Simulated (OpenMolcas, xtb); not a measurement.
**SnH2OF (SMILES [OH][SnH][F]): methods side by side**

SnH2OF has 5 atoms, charge 0, and is taken as a doublet. As SMILES, `[OH][SnH][F]`. The shape is that of a PBE0-D4/def2-TZVP optimisation. This is one conformer, not always the lowest.

```xyz
5

O    -0.6841   -1.1806    0.0208
Sn    0.2954    0.4036    0.6361
F    -0.0505    1.6824   -0.7731
H    -1.4952   -0.9690   -0.4509
H     1.9842   -0.0101    0.5255
```

Each level gives the dipole moment (D). The values are calculated.

| level | kind | program | value (D) | CPU time |
| --- | --- | --- | --- | --- |
| GFN2-xTB | semi-empirical | xtb | 2.67 | under 2 s |
| GFN0-xTB | semi-empirical | xtb | 2.21 | under 2 s |
| GFN1-xTB | semi-empirical | xtb | 2.87 | under 2 s |
| UHF/STO-3G | Hartree–Fock | OpenMolcas | 2.09 | 3.2 s |
| UHF/3-21G | Hartree–Fock | OpenMolcas | 2.59 | 3.5 s |
| UHF/def2-SVP (core potential) | Hartree–Fock | OpenMolcas | 2.50 | 5 s |
| UHF/def2-TZVPP (core potential) | Hartree–Fock | OpenMolcas | 2.38 | 34 s |
| UHCTH407/ANO-RCC-MB (DKH2, Cholesky decomposition) | GGA | OpenMolcas | 1.34 | 9 s |
| UB3LYP/def2-SVP (core potential) | global hybrid | OpenMolcas | 1.72 | 25 s |
| UPBE0/def2-SVP (core potential) | global hybrid | OpenMolcas | 1.80 | 22 s |

All-electron rows without a relativistic Hamiltonian named are non-relativistic, while core potentials hold scalar relativity, so basis and relativity change together. The values span 1.34 to 2.87 D. Sets without polarisation functions give poor dipoles. CPU times are rough (shared hosts, several kinds of processor): they show what a rung costs within a factor of a few.
